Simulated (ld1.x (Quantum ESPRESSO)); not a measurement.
# Scattering properties, TM potential for In (Z = 49)

- Element: indium (In)
- Generator: ld1.x (Quantum ESPRESSO) 7.5
- Type: norm-conserving Troullier–Martins (Kleinman–Bylander form)
- Functional: LDA (PZ)
- Relativity: scalar-relativistic
- Frozen core: [Kr]
- Valence charge: 13
- Reference configuration: 4d10 5s2 5p1
- Partial waves: 5s (bound): rc 1.95 bohr; 5p (bound): rc 2.30 bohr; 4d (bound): rc 1.30 bohr; 4f channel at -0.1 Ry: rc 2.05 bohr
- Local potential: all-electron potential smoothed inside 2.40 bohr (lloc = -2)
- Core correction: none

The phase is arctan(r·u′/u) with u = r·R(r), unwrapped; energies in Ry, scanned from -3 to 5 Ry. A pole is an energy at which the radial function vanishes at the test radius. The pseudo phase is shifted by a multiple of π to meet the all-electron one at the reference energy, and phase errors are pseudo minus all-electron; the curves can meet again beyond the range given. Levels narrower than the energy grid can be missing from the lists of poles.

**Question.** For each channel, where are the poles, and over which energies does the pseudopotential scatter like the atom?

**Answer.**

```tsv
channel	radius (bohr)	reference energy (Ry)	poles, all-electron	poles, pseudo	unbroken range about the reference energy with phases within 0.05 rad	phase error 1 Ry above the reference energy (rad)
s	2.59	-0.62	1.06	1.00, 4.82	below 2.4	-0.004
p	2.59	-0.20	2.33	2.05	below 2.6	-0.014
d	2.59	-1.38	-1.26, 4.65	-1.25	below 0.5	+0.013
f	2.59	-0.10	3.11	3.51	below 1.5	+0.003
```

Phases in the d channel:

```csv
E (Ry),all-electron,pseudo
-3.00,1.338,1.340
-2.76,1.325,1.327
-2.52,1.308,1.311
-2.28,1.285,1.288
-2.04,1.249,1.253
-1.80,1.173,1.179
-1.56,0.825,0.836
-1.32,-1.456,-1.455
-1.08,-1.704,-1.700
-0.84,-1.778,-1.771
-0.60,-1.824,-1.814
-0.36,-1.864,-1.851
-0.12,-1.906,-1.887
0.12,-1.954,-1.928
0.36,-2.014,-1.976
0.60,-2.095,-2.036
0.84,-2.212,-2.117
1.08,-2.390,-2.231
1.32,-2.680,-2.399
1.56,-3.119,-2.658
1.80,-3.607,-3.037
2.04,-3.971,-3.478
2.28,-4.198,-3.843
2.52,-4.340,-4.089
2.76,-4.435,-4.250
3.00,-4.502,-4.357
3.24,-4.553,-4.434
3.48,-4.592,-4.491
3.72,-4.625,-4.535
3.96,-4.652,-4.569
4.20,-4.675,-4.598
4.44,-4.696,-4.622
4.68,-4.715,-4.643
4.92,-4.732,-4.662
```
